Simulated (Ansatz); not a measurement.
Input file for Ansatz (a quantum-chemistry and plane-wave program): R-CCSD(T)/def2-SVP on Cl2 (SMILES ClCl).

Ansatz 0.2 input:
```yaml
crystal:
  periodic: [false, false, false]
  atoms:
    - {symbol: Cl, position_ang: [0.00000000, -0.00000000, -1.00672443]}
    - {symbol: Cl, position_ang: [-0.00000000, 0.00000000, 1.00672443]}
basis:
  gaussian:
    orbitals: def2-SVP
magnetization: {spin_polarized: false}
correlation: {method: ccsd_t, electrons: outside_noble_gas}
scf: {lower_state_search: off}
```

Problem. Give the final energy of this run.

Solution. -918.9593 hartree (reference determinant -918.6590, T1 diagnostic 0.007).
